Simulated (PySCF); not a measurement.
ClHg (SMILES [Cl][Hg+]), charge +1, singlet, geometry from GFN2-xTB (such geometries of metal compounds can be far from the true shape) (core potentials on Hg); BLYP/def2-SVPD (PySCF).

The PySCF input:
```python
from pyscf import gto, scf, dft

mol = gto.M(
    atom='''
Hg   -0.000000   -0.000000   -0.387345
Cl    0.000000    0.000000    1.822799
''',
    basis='def2-svpd',
    ecp={'Hg': 'def2-svpd'},
    charge=1,
    spin=0,
    verbose=4,
)

mf = dft.RKS(mol)
mf.xc = 'blyp'
mf.grids.atom_grid = (99, 590)
mf.grids.prune = None
mf.kernel()
```

It wrote (shortened):

```
PySCF version 2.14.0

[INPUT] verbose = 4
[INPUT] num. atoms = 2
[INPUT] num. electrons = 36
[INPUT] charge = 1
[INPUT] spin (= nelec alpha-beta = 2S) = 0
[INPUT] symmetry False subgroup None
[INPUT] Mole.unit = angstrom
[INPUT] Symbol           X                Y                Z      unit          X                Y                Z       unit  Magmom
[INPUT]  1 Hg     0.000000000000   0.000000000000  -0.387345000000 AA    0.000000000000   0.000000000000  -0.731975965720 Bohr   0.0
[INPUT]  2 Cl     0.000000000000   0.000000000000   1.822799000000 AA    0.000000000000   0.000000000000   3.444590890131 Bohr   0.0

nuclear repulsion = 81.4065742833046
number of shells = 24
number of NR pGTOs = 105
number of NR cGTOs = 62
basis = def2-svpd
ecp = {'Hg': 'def2-svpd'}

******** <class 'pyscf.dft.rks.RKS'> ********
method = RKS
initial guess = minao
damping factor = 0
level_shift factor = 0
DIIS = <class 'pyscf.scf.diis.CDIIS'>
diis_start_cycle = 1
diis_space = 8
diis_damp = 0
SCF conv_tol = 1e-09
SCF conv_tol_grad = None
SCF max_cycles = 50
direct_scf = True
direct_scf_tol = 1e-13
XC library pyscf.dft.libxc version 7.1.2
    S. Lehtola, C. Steigemann, M. J. T. Oliveira, and M. A. L. Marques,  SoftwareX 7, 1–5 (2018)
XC functionals = blyp
    A. D. Becke,  Phys. Rev. A 38, 3098 (1988)
    C. Lee, W. Yang, and R. G. Parr,  Phys. Rev. B 37, 785 (1988)
    B. Miehlich, A. Savin, H. Stoll, and H. Preuss,  Chem. Phys. Lett. 157, 200 (1989)
radial grids:
    Treutler-Ahlrichs [JCP 102, 346 (1995); DOI:10.1063/1.469408] (M4) radial grids

becke partition: Becke, JCP 88, 2547 (1988); DOI:10.1063/1.454033
pruning grids: None
grids dens level: 3
symmetrized grids: False
atomic radii adjust function: <function treutler_atomic_radii_adjust>
User specified grid scheme (99, 590)
small_rho_cutoff = 0
Set gradient conv threshold to 3.16228e-05
Initial guess from minao.
tot grids = 116824
init E= -602.108673720033

WARN: HOMO -0.69053669730729 == LUMO -0.690536697307262

cycle= 1 E= -611.648571884858  delta_E= -9.54  |g|= 2.11  |ddm|= 15.9
  HOMO = -0.243144988121451  LUMO = -0.230816675825868  gap/eV = 0.33547
cycle= 2 E= -580.705798792327  delta_E= 30.9  |g|=  8.3  |ddm|= 9.97
  HOMO = -0.568230827317185  LUMO = -0.435459796765585  gap/eV = 3.61288
cycle= 3 E= -612.867362217804  delta_E= -32.2  |g|=  1.1  |ddm|= 6.72
  HOMO = -0.480021874072031  LUMO = -0.41040697588209  gap/eV = 1.89432
cycle= 4 E= -613.155240090517  delta_E= -0.288  |g|= 0.335  |ddm|= 1.32
  HOMO = -0.545341463400772  LUMO = -0.463217802107396  gap/eV = 2.23470
cycle= 5 E= -613.160164093264  delta_E= -0.00492  |g|= 0.264  |ddm|= 0.613
  HOMO = -0.499315962182669  LUMO = -0.460854668902672  gap/eV = 1.04659
cycle= 6 E= -613.171516409952  delta_E= -0.0114  |g|= 0.156  |ddm|= 0.769
  HOMO = -0.510233521937778  LUMO = -0.456979949652643  gap/eV = 1.44910
cycle= 7 E= -613.18063353138  delta_E= -0.00912  |g|= 0.0174  |ddm|= 0.367
  HOMO = -0.509421601692607  LUMO = -0.456764898372291  gap/eV = 1.43286
cycle= 8 E= -613.180729006707  delta_E= -9.55e-05  |g|= 0.00421  |ddm|= 0.0325
  HOMO = -0.509866191965864  LUMO = -0.45684136192214  gap/eV = 1.44288
cycle= 9 E= -613.18073465288  delta_E= -5.65e-06  |g|= 0.00111  |ddm|= 0.00912
  HOMO = -0.509727145002643  LUMO = -0.45674306678225  gap/eV = 1.44177
cycle= 10 E= -613.180734993281  delta_E= -3.4e-07  |g|= 4.69e-05  |ddm|= 0.00183
  HOMO = -0.509734140456847  LUMO = -0.456746395282595  gap/eV = 1.44187
cycle= 11 E= -613.18073499393  delta_E= -6.49e-10  |g|= 9.25e-06  |ddm|= 0.000102
  HOMO = -0.509730767518996  LUMO = -0.456746710825357  gap/eV = 1.44177
Extra cycle  E= -613.180734993649  delta_E= 2.81e-10  |g|= 3.02e-05  |ddm|= 8.03e-05
converged SCF energy = -613.180734993649
```
